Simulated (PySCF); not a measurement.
F4Se, charge -1, doublet, at a GFN2-xTB geometry (a state made from the parent by changing its charge; the spin is typed, not shown lowest) (a gas-phase anion, which may not be bound at this level); HF/3-21G in PySCF.

The PySCF input:
```python
from pyscf import gto, scf

mol = gto.M(
    atom='''
Se   -0.000257    0.000685    0.132425
F     1.147607    1.568263   -0.130961
F     1.569159   -1.147982   -0.116094
F    -1.147122   -1.569557   -0.119176
F    -1.568674    1.146688   -0.134043
''',
    basis='3-21g',
    charge=-1,
    spin=1,
    verbose=4,
)

mf = scf.ROHF(mol)
mf.kernel()
```

Question: What does PySCF print? Leave out banner, timings and long lists.

Answer: 
```
PySCF version 2.14.0

[INPUT] verbose = 4
[INPUT] num. atoms = 5
[INPUT] num. electrons = 71
[INPUT] charge = -1
[INPUT] spin (= nelec alpha-beta = 2S) = 1
[INPUT] symmetry False subgroup None
[INPUT] Mole.unit = angstrom
[INPUT] Symbol           X                Y                Z      unit          X                Y                Z       unit  Magmom
[INPUT]  1 Se    -0.000257000000   0.000685000000   0.132425000000 AA   -0.000485659614   0.001294462395   0.250246982046 Bohr   0.0
[INPUT]  2 F      1.147607000000   1.568263000000  -0.130961000000 AA    2.168662928634   2.963587561289  -0.247480422999 Bohr   0.0
[INPUT]  3 F      1.569159000000  -1.147982000000  -0.116094000000 AA    2.965280755896  -2.169371575930  -0.219385864705 Bohr   0.0
[INPUT]  4 F     -1.147122000000  -1.569557000000  -0.119176000000 AA   -2.167746411463  -2.966032866894  -0.225210000621 Bohr   0.0
[INPUT]  5 F     -1.568674000000   1.146688000000  -0.134043000000 AA   -2.964364238726   2.166926270325  -0.253304558915 Bohr   0.0

nuclear repulsion = 414.777640985242
number of shells = 30
number of NR pGTOs = 114
number of NR cGTOs = 58
basis = 3-21g
ecp = {}

******** <class 'pyscf.scf.rohf.ROHF'> ********
method = ROHF
initial guess = minao
damping factor = 0
level_shift factor = 0
DIIS = <class 'pyscf.scf.diis.CDIIS'>
diis_start_cycle = 1
diis_space = 8
diis_damp = 0
SCF conv_tol = 1e-09
SCF conv_tol_grad = None
SCF max_cycles = 50
direct_scf = True
direct_scf_tol = 1e-13
num. doubly occ = 35  num. singly occ = 1
Set gradient conv threshold to 3.16228e-05
init E= -2780.70164308447
  HOMO = -0.262553374092915  LUMO = -0.0458879484671212  gap/eV = 5.89577
cycle= 1 E= -2783.79016652414  delta_E= -3.09  |g|= 1.04  |ddm|= 1.61
  HOMO = -0.0557495103486767  LUMO = 0.310444781264787  gap/eV = 9.96465
cycle= 2 E= -2783.88534632878  delta_E= -0.0952  |g|= 0.715  |ddm|= 0.904
  HOMO = -0.0174308570509503  LUMO = 0.34133409464378  gap/eV = 9.76249
cycle= 3 E= -2783.96714510925  delta_E= -0.0818  |g|= 0.041  |ddm|= 0.336
  HOMO = -0.0110916507845511  LUMO = 0.345895452201601  gap/eV = 9.71411
cycle= 4 E= -2783.96889566058  delta_E= -0.00175  |g|= 0.0149  |ddm|= 0.0912
  HOMO = -0.00977243824115259  LUMO = 0.349309289769777  gap/eV = 9.77111
cycle= 5 E= -2783.96918850338  delta_E= -0.000293  |g|= 0.00607  |ddm|= 0.045
  HOMO = -0.00896524324084158  LUMO = 0.350032682919169  gap/eV = 9.76883
cycle= 6 E= -2783.96923085896  delta_E= -4.24e-05  |g|= 0.00199  |ddm|= 0.0192
  HOMO = -0.00832983546517418  LUMO = 0.350498357047874  gap/eV = 9.76421
cycle= 7 E= -2783.96923531047  delta_E= -4.45e-06  |g|= 0.000261  |ddm|= 0.0065
  HOMO = -0.00837042158325652  LUMO = 0.350488239309055  gap/eV = 9.76504
cycle= 8 E= -2783.96923552491  delta_E= -2.14e-07  |g|= 0.000108  |ddm|= 0.00133
  HOMO = -0.00832773896090622  LUMO = 0.350522397685345  gap/eV = 9.76481
cycle= 9 E= -2783.96923553998  delta_E= -1.51e-08  |g|= 1.41e-05  |ddm|= 0.000447
  HOMO = -0.00833089172602453  LUMO = 0.350520306754507  gap/eV = 9.76484
cycle= 10 E= -2783.96923554013  delta_E= -1.58e-10  |g|= 3.63e-06  |ddm|= 2.69e-05
  HOMO = -0.00833044928773585  LUMO = 0.350520050430476  gap/eV = 9.76482
Extra cycle  E= -2783.96923554014  delta_E= -7.28e-12  |g|= 1.93e-06  |ddm|= 8.02e-06
converged SCF energy = -2783.96923554014
```
